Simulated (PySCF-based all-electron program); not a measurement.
## Bond force of AuAl, singlet

Calculated with an in-house all-electron program built on PySCF, in large uncontracted Gaussian sets near the basis limit; Koelling–Harmon scalar relativity, no spin–orbit coupling, spin-restricted. Forces are good to about 0.002 eV/Å. A positive force pushes the atoms apart.

```tsv
r (Å)	PBE (eV/Å)
1.8704	13.339
1.9873	?
2.1042	3.998
2.338	0.178
2.5718	?
```

Question: Fill in the missing PBE forces.

Answer: 1.9873 Å: 7.655 eV/Å; 2.5718 Å: -1.288 eV/Å.

Question: Fit a Morse curve to the forces within 0.84 to 1.25 of the listed length with the smallest force. Where does the force vanish, what is the force constant, and what harmonic wavenumber follows with standard atomic masses?

Answer: PBE: 2.356 Å, 9.4 eV/Å², about 330 cm⁻¹. The points are far apart, so these are estimates.
